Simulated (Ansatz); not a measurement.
`[CH3][SnH2][Zn][F]` + HBr → `[F][Zn][Br]` + `[CH3][SnH3]` at 400 K and 1 bar (cleavage of the Zn–Sn bond).

Gas-phase electronic energies from Ansatz, PBE0-D4/def2-TZVP geometries. CCSD(T)/CBS adds triple-zeta CCSD(T) − MP2 to the extrapolated MP2 energy (def2 sets, frozen cores). Elements past krypton have def2 core potentials. For Br, Sn, Zn outer-core shells are correlated without core-valence functions, which leaves a few kJ/mol of doubt a bond. Scalar relativity is left out up to krypton. One conformer a species, not always the lowest.

```json
{"species": "`[CH3][SnH2][Zn][F]`", "CCSD(T)/CBS energy (Eh)": "-2133.30421", "H − E (kJ/mol)": "171.4", "S (J/(mol·K))": "414.2"}
{"species": "HBr", "CCSD(T)/CBS energy (Eh)": "-2573.91920", "H − E (kJ/mol)": "27.6", "S (J/(mol·K))": "207.2"}
{"species": "`[F][Zn][Br]`", "CCSD(T)/CBS energy (Eh)": "-4451.58211", "H − E (kJ/mol)": "26.9", "S (J/(mol·K))": "299.1"}
{"species": "`[CH3][SnH3]`", "CCSD(T)/CBS energy (Eh)": "-255.66383", "H − E (kJ/mol)": "170.6", "S (J/(mol·K))": "309.1"}
```

H − E and S are ideal-gas, rigid-rotor, harmonic terms from PBE0-D4/def2-TZVP, for one conformer and one mirror image of each species. 1 Eh = 2625.50 kJ/mol, R = 8.31446 J/(mol·K).

Question: By hand: ΔE, ΔH, ΔS and ΔG.

Answer: ΔE = (-4451.58211) + (-255.66383) − (-2133.30421) − (-2573.91920) = -0.02253 Eh = -59.2 kJ/mol. Δ(H − E) = 26.9 + 170.6 − 171.4 − 27.6 = -1.5, so ΔH = -60.7 kJ/mol. ΔS = 299.1 + 309.1 − 414.2 − 207.2 = -13.2 J/(mol·K). ΔG = -60.7 − 400 × (-13.2)/1000 = -55.4 kJ/mol.

Question: By hand: the equilibrium constant, and the temperature at which ΔG would vanish if ΔH and ΔS stayed fixed.

Answer: log₁₀ K = −ΔG/(RT ln 10) = 7.2. ΔG = 0 at ΔH/ΔS = 4598 K, far beyond where these terms or the molecules hold.

The number of gas molecules stays the same, so ΔS is small and ΔH decides. A doubt of 5 kJ/mol in ΔE shifts log₁₀ K by 0.7 here. Other conformers and mirror images would add mixing entropy, several J/(mol·K) or more a flexible species. These are equilibria of isolated gas molecules and say nothing of rates. Largest T1 diagnostic: 0.015 (customary marks: 0.02 for closed shells, 0.045 for open ones).
